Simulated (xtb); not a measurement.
SnH2, SMILES [SnH2] (connectivity only; charge and spin as stated), neutral, multiplicity 1. All values are semi-empirical tight-binding results from xtb (GFN2-xTB unless named), good for trends rather than for accurate numbers. Geometry: GFN2-xTB.

Optimised geometry:

Bonded distances (Å): Sn1–H2 1.801, Sn1–H3 1.801. Bond angles (°): H2–Sn1–H3 87.3.
Charge 0, spin multiplicity 1.

For metal compounds this method's bond lengths and energies can be far off.

The point group as xtb finds it comes out as C2v and the orbital gap is 3.00 eV. The zero-point energy is 5.1 kcal/mol. The G − E(el) at 298.15 K (modified RRHO) comes out as -8.8 kcal/mol.

Computed atomic charges:
charges (e) Sn1 0.24, H2 -0.12, H3 -0.12.
